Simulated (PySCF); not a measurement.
Two-component Hartree-Fock for Tl(63+) (thallium, charge +63)

Start: [Ar]. Calculated with PySCF 2.14 in an uncontracted even-tempered set (17 s from 21 bohr⁻², ratio 2.4; 14 p from 27 bohr⁻², ratio 2.4; 4 d from 97 bohr⁻², ratio 2.6; 4 f from 150 bohr⁻², ratio 2.6): generalised Hartree-Fock with the X2C-1e Hamiltonian and a Gaussian nucleus; one run each with spin-orbit coupling (SO) switched off, then screened by Boettger's factors.

| spinor shell | electrons | ε, spin-free (eV) | ε, screened SO (eV) | weight of nominal j (screened SO) | rms radius, screened SO (bohr) |
| --- | --- | --- | --- | --- | --- |
| 1s1/2 | 2 | -90991.9 | -90958.5 | 1.000 | 0.0184 |
| 2s1/2 | 2 | -20295.3 | -20285.4 | 1.000 | 0.0735 |
| 2p1/2 | 2 | -18164.1 | -19682.2 | 1.000 | 0.0621 |
| 3s1/2 | 2 | -7949.3 | -7946.4 | 1.000 | 0.178 |
| 3p1/2 | 2 | -7307.3 | -7699.4 | 1.000 | 0.169 |
| 3p3/2 | 4 | -7307.3 | -7152.3 | 1.000 | 0.182 |

Problem. Where does 2p3/2 lie, and what is the 2p spin-orbit splitting (screened SO)?

Solution. At -17577.1 eV, 2105.1 eV above 2p1/2.

| quantity | spin-free | screened SO |
| --- | --- | --- |
| E (hartree) | -15859.91258 | -15893.59719 |
| M_J | 0 | 0 |
| ⟨J²⟩ | 0.000 | 0.000 |
| ⟨L²⟩ | 0.000 | 0.084 |
| ⟨S²⟩ | 0.000 | 0.084 |

Breit and QED terms are absent; they matter most for the inner s and p1/2 levels.

Densities and radii are taken from the X2C orbitals without a picture-change correction, which distorts them close to the nucleus.

Without spin-orbit coupling the j labels of p, d and f shells carry no meaning; the spin-free column gives the mean over the occupied spinors of each nl shell.
